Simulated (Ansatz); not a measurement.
A run for Ansatz (an electronic-structure program): U-r2SCAN/cc-pV(T+d)Z on H3NSi (SMILES N[SiH]), a point of a bond scan (R = 3.229 Å). Files ending in .json are basis or fitting sets from the Basis Set Exchange.

Ansatz 0.2 input:
```yaml
crystal:
  periodic: [false, false, false]
  atoms:
    - {symbol: Si, position_ang: [-0.24474767, 0.39103857, 0.50999719]}
    - {symbol: H, position_ang: [-0.58600086, 1.47385990, -0.51531157]}
    - {symbol: N, position_ang: [0.39778231, -0.68955254, -0.65444502]}
    - {symbol: H, position_ang: [0.60691796, -0.17384201, -3.83521078]}
    - {symbol: H, position_ang: [0.76485489, -1.59313906, -0.39509969]}
basis:
  gaussian:
    orbitals: cc-pV_T+d_Z.json
hamiltonian:
  xc: {name: r2SCAN}
magnetization: {spin_polarized: true, initial_magnetization: 0}
```

Q: Give the final energy of this run.

A: -345.8408 hartree. Its determinant has ⟨S²⟩ = 1.01, a mixture of spin states.

Q: How many basis functions does it have, and what does it roughly cost on one machine?

A: 111 functions; about 12 core-seconds (a rough figure).
